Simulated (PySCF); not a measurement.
# Calculated NMR data

- geometry from GFN2-xTB
- GIAO PBE0/pcSseg-1 shieldings
- code: PySCF
- isolated molecule, non-relativistic, single conformer, averaged over atoms made equivalent by symmetry, fast rotation or ring inversion

Chemical shifts δ = σref − σ; TMS for 1H and 13C, all at this level. Splittings of carbon signals by F and P are missing where no couplings were computed. Where no couplings were computed, multiplicities follow the n + 1 count of equivalent neighbours, and m marks all less simple cases (inequivalent or close neighbours, rings, F or P nearby). Shifts are as computed. Against solution values, carbons near 30 ppm lie about +3 ppm off and those near 130 ppm about +5 ppm. Of 1211 compounds with measured shifts, 218 miss one by over three times the rms of a fit or turn the order of signals round; such compounds aren't used in these exercises.

**1.** SMILES c1(C)c(CC)ccc(C)p1, C9H13P. 1H NMR (600 MHz, computed): δ 7.93 (m, 1H), 7.55 (m, 1H), 2.81 (m, 3H), 2.79 (m, 3H), 2.79 (q, 2H), 1.22 (t, 3H). 13C{1H} NMR (computed): δ 178.8 (C), 175.0 (C), 150.8 (C), 138.7 (CH), 137.4 (CH), 32.7 (CH2), 26.5 (CH3), 25.2 (CH3), 19.3 (CH3).

**2.** `C=Cc1cp(C)c(C)c1C`, C9H13P. 1H NMR (600 MHz, computed): δ 6.99 (m, 1H), 6.84 (m, 1H), 6.08 (m, 1H), 5.54 (m, 1H), 2.23 (m, 3H), 2.13 (s, 3H), 1.26 (m, 3H). 13C{1H} NMR (computed): δ 157.7, 156.7, 144.4, 140.2, 138.5, 123.3, 16.0, 16.0, 14.1.
